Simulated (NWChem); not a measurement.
Everything below was run with NWChem. System: HCu, charge 0, spin multiplicity 1, at a geometry optimised with PBE/def2-SVP. The structure started from a generated list of species. Level: RHF/def2-SVP.

Input file:

```
start mol
memory heap 200 mb stack 900 mb global 1100 mb
geometry units angstroms nocenter noautoz
  Cu     0.000000     0.000000     0.048775
  H      0.000000     0.000000    -1.414468
  symmetry group C2v
end
basis spherical
  * library def2-svp
end
scf
  rhf
  nopen 0
  maxiter 100
  thresh 1e-7
  semidirect memsize 60000000 filesize 0
end
task scf energy
```

NWChem printed:

```
             Northwest Computational Chemistry Package (NWChem) 7.3.0
             --------------------------------------------------------

                                NWChem Input Module
                                -------------------

 Scaling coordinates for geometry "geometry" by  1.889725989
 (inverse scale =  0.529177249)

 Turning off AUTOSYM since
 SYMMETRY directive was detected!

                             Geometry "geometry" -> ""
                             -------------------------

 Output coordinates in angstroms (scale by  1.889725989 to convert to a.u.)

  No.       Tag          Charge          X              Y              Z
 ---- ---------------- ---------- -------------- -------------- --------------
    1 Cu                  29.0000     0.00000000     0.00000000     0.04877500
    2 H                    1.0000     0.00000000     0.00000000    -1.41446800

 Effective nuclear repulsion energy (a.u.)      10.4877591904

            Nuclear Dipole moment (a.u.)
            ----------------------------
        X                 Y               Z
 ---------------- ---------------- ----------------
     0.0000000000     0.0000000000     0.0000132281

      Symmetry information
      --------------------

 Group name             C2v
 Group number             16
 Group order               4
 No. of unique centers     2

      Symmetry unique atoms

     1    2


 Summary of "ao basis" -> "" (spherical)
 ------------------------------------------------------------------------------
       Tag                 Description            Shells   Functions and Types
 ---------------- ------------------------------  ------  ---------------------
 *                          def2-svp                  on all atoms

 Summary of "ao basis" -> "ao basis" (spherical)
 ------------------------------------------------------------------------------
       Tag                 Description            Shells   Functions and Types
 ---------------- ------------------------------  ------  ---------------------
 Cu                         def2-svp                11       31   5s3p2d1f
 H                          def2-svp                 3        5   2s1p

                                 NWChem SCF Module
                                 -----------------

  ao basis        = "ao basis"
  functions       =    36
  atoms           =     2
  closed shells   =    15
  open shells     =     0
  charge          =   0.00
  wavefunction    = RHF
  use symmetry    = T
  symmetry adapt  = T

 Summary of "ao basis" -> "ao basis" (spherical)
 ------------------------------------------------------------------------------
       Tag                 Description            Shells   Functions and Types
 ---------------- ------------------------------  ------  ---------------------
 Cu                         def2-svp                11       31   5s3p2d1f
 H                          def2-svp                 3        5   2s1p

      Symmetry analysis of basis
      --------------------------

        a1         17
        a2          3
        b1          8
        b2          8

 Forming initial guess at       0.0s

      Superposition of Atomic Density Guess
      -------------------------------------

 Sum of atomic energies:       -1639.18450498

      Non-variational initial energy
      ------------------------------

 Total energy =   -1638.819959
 1-e energy   =   -2303.049255
 2-e energy   =     653.741537
 HOMO         =      -0.455307
 LUMO         =      -0.084997
[...]
     6 a1          7 a1          8 b2          9 b1         10 a1
    11 b2         12 b1         13 a1         14 a2         15 a1
    16 a1         17 a1         18 b2         19 b1         20 a1
    21 a1         22 b1         23 b2         24 a1         25 a2

 Starting SCF solution at       0.4s

 ----------------------------------------------
         Quadratically convergent ROHF

 Convergence threshold     :          1.000E-07
 Maximum no. of iterations :          100
 Final Fock-matrix accuracy:          1.000E-09
 ----------------------------------------------

              iter       energy          gnorm     gmax       time
             ----- ------------------- --------- --------- --------
                 1    -1639.1229542064  1.59D+00  6.44D-01      0.4
                 2    -1639.2203095193  3.76D-01  1.31D-01      0.4
                 3    -1639.2340558790  2.17D-01  9.12D-02      0.4
                 4    -1639.2362301114  1.43D-02  6.69D-03      0.4
                 5    -1639.2362849903  2.56D-04  1.13D-04      0.4
                 6    -1639.2362849969  5.02D-08  2.09D-08      0.4

       Final RHF  results
       ------------------

         Total SCF energy =  -1639.236284996869
      One-electron energy =  -2310.908169611863
      Two-electron energy =    661.184125424627
 Nuclear repulsion energy =     10.487759190368

        Time for solution =      0.1s

       Symmetry analysis of molecular orbitals - final
       -----------------------------------------------

  Numbering of irreducible representations:

     1 a1          2 a2          3 b1          4 b2

  Orbital symmetries:

     1 a1          2 a1          3 b1          4 b2          5 a1
     6 a1          7 a1          8 b1          9 b2         10 a1
    11 b1         12 b2         13 a1         14 a2         15 a1
    16 a1         17 a1         18 b2         19 b1         20 a1
    21 a1         22 b2         23 b1         24 a1         25 a2

             Final eigenvalues
             -----------------

              1
    1 -328.7808
    2  -40.8203
    3  -35.6304
    4  -35.6304
    5  -35.6294
    6   -5.0122
    7   -3.3288
    8   -3.3234
    9   -3.3234
   10   -0.4993
   11   -0.4933
   12   -0.4933
   13   -0.4893
   14   -0.4893
   15   -0.3261
   16    0.0433
   17    0.1653
   18    0.2490
   19    0.2490
   20    0.4202
   21    0.7736
   22    1.2709
   23    1.2709
   24    1.3405
   25    1.3405

                       ROHF Final Molecular Orbital Analysis
                       -------------------------------------

 Vector   13  Occ=2.000000D+00  E=-4.893224D-01  Symmetry=a1
              MO Center= -3.3D-29, -3.9D-29,  5.0D-02, r^2= 3.5D-01
   Bfn.  Coefficient  Atom+Function         Bfn.  Coefficient  Atom+Function
  ----- ------------  ---------------      ----- ------------  ---------------
    19      0.848258  1 Cu d  2              24      0.316299  1 Cu d  2

 Vector   14  Occ=2.000000D+00  E=-4.893224D-01  Symmetry=a2
              MO Center= -7.1D-30, -3.5D-29,  5.0D-02, r^2= 3.5D-01
   Bfn.  Coefficient  Atom+Function         Bfn.  Coefficient  Atom+Function
  ----- ------------  ---------------      ----- ------------  ---------------
    15      0.848258  1 Cu d -2              20      0.316299  1 Cu d -2

 Vector   15  Occ=2.000000D+00  E=-3.261083D-01  Symmetry=a1
              MO Center=  1.5D-14,  1.0D-15, -8.5D-01, r^2= 1.8D+00
   Bfn.  Coefficient  Atom+Function         Bfn.  Coefficient  Atom+Function
  ----- ------------  ---------------      ----- ------------  ---------------
     4      0.407446  1 Cu s                 32      0.339358  2 H  s
    17     -0.315144  1 Cu d  0              33      0.302461  2 H  s
     3     -0.249059  1 Cu s

 Vector   16  Occ=0.000000D+00  E= 4.325872D-02  Symmetry=a1
              MO Center= -7.8D-15, -4.3D-16,  4.9D-01, r^2= 6.4D+00
   Bfn.  Coefficient  Atom+Function         Bfn.  Coefficient  Atom+Function
  ----- ------------  ---------------      ----- ------------  ---------------
     5      1.122650  1 Cu s                 33     -0.625761  2 H  s
    14      0.161835  1 Cu pz

 Vector   17  Occ=0.000000D+00  E= 1.653094D-01  Symmetry=a1
              MO Center= -1.0D-14,  6.8D-15,  4.9D-02, r^2= 7.3D+00
   Bfn.  Coefficient  Atom+Function         Bfn.  Coefficient  Atom+Function
  ----- ------------  ---------------      ----- ------------  ---------------
     4      1.933910  1 Cu s                  5     -1.545565  1 Cu s
     3     -0.364117  1 Cu s                 33     -0.263178  2 H  s
    14      0.257662  1 Cu pz

 Vector   18  Occ=0.000000D+00  E= 2.490326D-01  Symmetry=b2
              MO Center= -9.3D-29, -4.8D-15,  5.0D-02, r^2= 2.4D+00
   Bfn.  Coefficient  Atom+Function         Bfn.  Coefficient  Atom+Function
  ----- ------------  ---------------      ----- ------------  ---------------
    13      1.034042  1 Cu py                10     -0.297396  1 Cu py

 center of mass
 --------------
 x =   0.00000000 y =   0.00000000 z =   0.04858570

 moments of inertia (a.u.)
 ------------------
           7.584300997704           0.000000000000           0.000000000000
           0.000000000000           7.584300997704           0.000000000000
           0.000000000000           0.000000000000           0.000000000000

  Mulliken analysis of the total density
  --------------------------------------

    Atom       Charge   Shell Charges
 -----------   ------   -------------------------------------------------------
    1 Cu  29    28.71   2.00  2.00  2.00  0.58  0.12  6.00  6.00  0.11  7.99  1.93  0.00
    2 H    1     1.29   0.65  0.63  0.01

       Multipole analysis of the density wrt the origin
       ------------------------------------------------

     L   x y z        total         open         nuclear
     -   - - -        -----         ----         -------
     0   0 0 0     -0.000000      0.000000     30.000000

     1   1 0 0     -0.000000      0.000000      0.000000
     1   0 1 0      0.000000      0.000000      0.000000
     1   0 0 1      1.565931      0.000000      0.000013

     2   2 0 0    -10.093111      0.000000      0.000000
     2   1 1 0      0.000000      0.000000      0.000000
     2   1 0 1      0.000000      0.000000      0.000000
     2   0 2 0    -10.093111      0.000000      0.000000
     2   0 1 1      0.000000      0.000000      0.000000
     2   0 0 2    -11.901177      0.000000      7.391070

 Task  times  cpu:        0.4s     wall:        0.4s

 Total times  cpu:        0.4s     wall:        0.4s
```
